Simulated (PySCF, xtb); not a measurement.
Ru(O)2(OH)4 (H4O6Ru), SMILES [O]=[Ru](=[O])([OH])([OH])([OH])[OH], multiplicity 1.

GFN2-xTB in xtb 6.7.1 at its own geometry gives an orbital gap of 1.93 eV and a dipole moment of 1.98 D.

The structure is a stationary point at PBE0-D3(BJ)/def2-SVP. The multiplicity is an assumed one; other spin states were not compared. The def2 effective core potentials stand for the cores of Ru; spin–orbit coupling is left out. The values are those of a single conformer.

### Question
What does PBE/def2-TZVP run with PySCF give? (Estimate from the structure and the level; the computed values follow.)

### Answer
gap 1.66 eV (levels -7.37 and -5.71 eV), dipole 0.47 D.
